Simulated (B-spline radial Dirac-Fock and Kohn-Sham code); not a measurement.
Core-hole lifetimes of Zr³⁺

System: the Zr³⁺ ion, configuration 1s2 2s2 2p6 3s2 3p6 3d10 4s2 4p6 4d1.

Method: one-electron (LDA, Dirac) transition rates at Dirac-Fock energies. Computed with a radial finite-basis atomic code.

Partial widths are in eV. Coster-Kronig decay leaves a hole in the same principal shell; its rates are the weakest part of the model, often 1.5 to 2.5 times too large and more for N holes. Holes without an open Auger channel, or with an unreliable SCF state, are not listed.

```
 hole  radiative   Auger  Coster-Kronig   total  fluorescence yield  lifetime (fs)
   1s       2.73    1.01              0    3.75               0.730          0.176
   2s     0.0333   0.937           4.60    5.57             0.00598          0.118
2p1/2     0.0487    1.38         0.0149    1.45              0.0336          0.455
2p3/2     0.0474    1.48              0    1.53              0.0310          0.431
   3s   0.000525   0.130           5.31    5.44            9.64e-05          0.121
3p1/2   0.000502   0.148           2.68    2.83            0.000177          0.233
3p3/2   0.000443   0.152           2.89    3.04            0.000146          0.217
3d3/2   2.72e-05  0.0700              0  0.0700            0.000388           9.41
3d5/2   2.53e-05  0.0741              0  0.0742            0.000341           8.88
```
